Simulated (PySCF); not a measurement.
Compound: Mo(CH)F3, CHF₃Mo (singlet state).
Bonds: Mo1–C2, Mo1–F4, Mo1–F5, Mo1–F6. Hydrogens: H3 on C2.

Computed with PBE0-D3(BJ)/def2-SVP geometry optimisation, gas phase, def2 core potentials past Kr in PySCF.

Q: What internal coordinates does the optimisation give?

A: 
```json
{"bond": "Mo1–C2", "length (Å)": "1.699"}
{"bond": "Mo1–F4, Mo1–F5, Mo1–F6", "length (Å)": "1.845"}
{"bond": "C2–H3", "length (Å)": "1.094"}
```

Bonds in one row agree within 0.01 Å and their mean is given. A selection of angles:
```json
{"angle": "C2–Mo1–F4", "degrees": "104.1"}
{"angle": "F4–Mo1–F5", "degrees": "114.1"}
{"angle": "F5–Mo1–F6", "degrees": "114.7"}
{"angle": "Mo1–C2–H3", "degrees": "179.8"}
```

All 3 F–Mo bonds measure 1.845 to 1.846 Å. Mo1 (molybdenum bonded to C and 3 F) is distorted tetrahedral (angles from 103.8° to 114.7°).

Point group: C3v (tolerance 0.08 Å). No PBE0-D3(BJ)/def2-SVP frequencies stand behind this structure, so it isn't proved a minimum.
